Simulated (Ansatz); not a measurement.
Reactions of C3H7FO, SMILES `COC(C)F`.

Program: Ansatz. Geometries: PBE0-D4/def2-TZVP. ΔE: electronic, gas phase. CCSD(T)/CBS adds triple-zeta CCSD(T) − MP2 to the extrapolated MP2 energy (def2 sets, frozen cores). This one scheme is used for every species, atoms too. Functionals use def2-TZVPP. Open shells (•) are unrestricted, without spin–orbit coupling. Spin–orbit coupling would lower the free atoms: a little for C, F, O. def2 core potentials past Kr. For Te outer-core shells are correlated without core-valence functions, so the limit isn't a true one: a few kJ/mol of doubt a bond, and 10 to 20 or more in all where bonds break to atoms. One conformer a species, not always the lowest.

```csv
reaction,CCSD(T)/CBS(def2) (eV)
`COC(C)F` + H₂Te → `COC(F)[TeH]` + CH₄,0.28
`COC(C)F` → `COCF` + `[CH2]` (triplet),?
`COC(C)F` → 3 C• + F• + 7 H• + O•,48.36
`COC(C)F` + HCl → `COC(C)Cl` + H–F,?
`COC(C)F` → `CCOCF`,0.14
`COC(C)F` + `C[Si](O)(O)F` → `CO[Si](C)(O)F` + `CC(O)F`,0.16
`COC(C)F` → `OCCCF`,0.10
`COC(C)F` + CH₄ → `CC(C)F` + CH₃OH,0.10
`COC(C)F` → `CC(O)CF`,-0.10
`COC(C)F` + H₂S → `COC(C)S` + H–F,?
```

Problem. Fill in the missing values. (An estimate is asked.)

Solution. Computed: `COC(C)F` → `COCF` + `[CH2]` (triplet): +4.79 eV; `COC(C)F` + HCl → `COC(C)Cl` + H–F: -0.03 eV; `COC(C)F` + H₂S → `COC(C)S` + H–F: -0.03 eV.

Largest T1 diagnostic: 0.012, for `COC(F)[TeH]`.
